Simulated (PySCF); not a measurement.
MoCl⁺: input and log

State: ⁵Σ⁺ (quintet), unpaired electrons π ↑↑, δ ↑↑.

An equivalent input (the run itself took its basis sets from the Basis Set Exchange, started from a PBE0 density and held the occupation σ 7α 7β, πx 4α 3β, πy 4α 3β, δx 1α 0β, δy 1α 0β):

```python
from pyscf import gto, dft
mol = gto.M(atom='Mo 0 0 0; Cl 0 0 2.217', basis={'Mo': 'def2-TZVPPD', 'Cl': 'def2-TZVPPD'}, ecp={'Mo': 'def2-TZVPPD'},
            charge=1, spin=4, verbose=4, symmetry='C2v')
mf = dft.UKS(mol, xc='PBEsol')
mf.grids.atom_grid = (80, 434)
mf.grids.prune = dft.gen_grid.treutler_prune
mf.irrep_nelec = {'A1': (8, 7), 'A2': (1, 0), 'B1': (4, 3), 'B2': (4, 3)}
mf.conv_tol = 1e-9
mf.max_cycle = 60
mf.diis_space = 10
mf.kernel()
```

The log (some set-up lines and the per-cycle HOMO/LUMO lines removed):

```
******** <class 'pyscf.dft.uks_symm.SymAdaptedUKS'> ********
method = SymAdaptedUKS
damping factor = 0
level_shift factor = 0
DIIS = <class 'pyscf.scf.diis.CDIIS'>
diis_start_cycle = 1
diis_space = 10
diis_damp = 0
SCF conv_tol = 1e-09
SCF conv_tol_grad = None
SCF max_cycles = 60
number electrons alpha = 17  beta = 13
Set gradient conv threshold to 3.16228e-05
init E= -527.122456946526
cycle= 1 E= -527.122641056394  delta_E= -0.000184  |g|= 0.0778  |ddm|= 0.129
cycle= 2 E= -527.097309191881  delta_E= 0.0253  |g|= 0.218  |ddm|= 0.231
cycle= 3 E= -527.126210191936  delta_E= -0.0289  |g|= 0.012  |ddm|= 0.17
cycle= 4 E= -527.126265452011  delta_E= -5.53e-05  |g|= 0.00335  |ddm|= 0.0124
cycle= 5 E= -527.126269308679  delta_E= -3.86e-06  |g|= 0.00128  |ddm|= 0.00275
cycle= 6 E= -527.126270153189  delta_E= -8.45e-07  |g|= 0.000372  |ddm|= 0.000759
cycle= 7 E= -527.126270242988  delta_E= -8.98e-08  |g|= 5e-05  |ddm|= 0.000347
cycle= 8 E= -527.126270244765  delta_E= -1.78e-09  |g|= 7.79e-06  |ddm|= 4.72e-05
cycle= 9 E= -527.126270244818  delta_E= -5.32e-11  |g|= 2.07e-06  |ddm|= 1.24e-05
Extra cycle  E= -527.126270244818  delta_E= 5.68e-13  |g|= 2.24e-06  |ddm|= 2.86e-06
converged SCF energy = -527.126270244818  <S^2> = 6.0141741  2S+1 = 5.0056664
```

Repeating this along the bond gives Re = 2.196 Å and ωe = 458 cm⁻¹.

A point of this curve took 1 CPU seconds beside 0.6 for the integrals, on AMD EPYC 9R45 96-Core (shared host).

Spin–orbit coupling is left out. Counting both spins, an empty level lies below a filled one in this solution, because spin and occupation are held. The state is the lowest single determinant that the PBE0 search found; with open d or f shells the true ground state can be another one.
